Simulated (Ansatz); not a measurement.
## Relative stability

The two ends of one reaction step of GaH$_{3}$ClO$_{2}$F, closed shell (PBE0-D4/def2-TZVP).

A:

Ga1  (-0.530, 0.040, 0.133)
F2  (0.337, 1.583, -0.100)
O3  (-1.497, -0.576, -1.210)
O4  (-0.744, -0.547, 1.785)
H5  (2.009, 0.478, -0.510)
Cl6  (1.980, -0.815, -0.490)
H7  (-1.338, -0.103, -2.031)
H8  (-0.218, -0.060, 2.423)
(Å)

B:

Ga1  (-0.327, -0.348, 0.084)
F2  (0.722, 1.648, -0.193)
O3  (-1.545, -0.297, -1.193)
O4  (-0.805, -0.273, 1.782)
H5  (1.527, 1.206, -0.390)
Cl6  (1.684, -1.071, -0.410)
H7  (-1.182, -0.451, -2.068)
H8  (-0.074, -0.414, 2.388)
(Å)

Program: Ansatz 0.2.0. Basis: def2-TZVPP. Cores are frozen in the correlated methods. Filled d shells of the heavier atoms are correlated. The def2 sets are not built for correlating such inner shells, so the correlated values are less sure here. B3LYP uses VWN-RPA correlation.

(1) Which structure is lower at CCSD(T), and by how much? (An estimate is asked for; the value comes from the calculation.)

The T1 diagnostic stays at or below 0.014.

Answers

(1) The calculation gives: B, by 0.391 eV (electronic energy, against the other). By their contacts, A is GaH₃ClO₂F ([OH][Ga]([OH])([F])[ClH]) and B is a complex of GaH₂ClO₂ ([OH][Ga]([OH])[Cl]) + HF.

All methods give the same order:

| method | E(B) − E(A) (eV) |
| --- | --- |
| SPW92 | -0.424 |
| PBE-D4 | -0.391 |
| BLYP-D4 | -0.323 |
| r2SCAN-D4 | -0.398 |
| B97M-V | -0.384 |
| PBE0-D4 | -0.440 |
| B3LYP-D4 | -0.367 |
| r2SCAN0-D4 | -0.441 |
| BHLYP-D4 | -0.407 |
| CAM-B3LYP-D4 | -0.357 |
| wB97X-V | -0.379 |
| wB97M-V | -0.411 |
| B2PLYP | -0.373 |
| PBE-QIDH | -0.447 |
| RPA on PBE | -0.344 |
| HF | -0.426 |
| MP2 | -0.413 |
| CCSD | -0.391 |
| CCSD(T) | -0.391 |

Labels in which every atom is bracketed show which atoms are joined, not bond orders.

For scale, one of the runs: CCSD(T)/def2-TZVPP, 225 basis functions, launched by `ansatz run in.yaml --threads 8 --pin off --events-out ev --progress --plain --max-ram 19148MiB`. The run took 20 s on 8 CPU threads of an Intel Xeon 6975P-C (shared host), with 4.2 GiB of host memory at its peak.
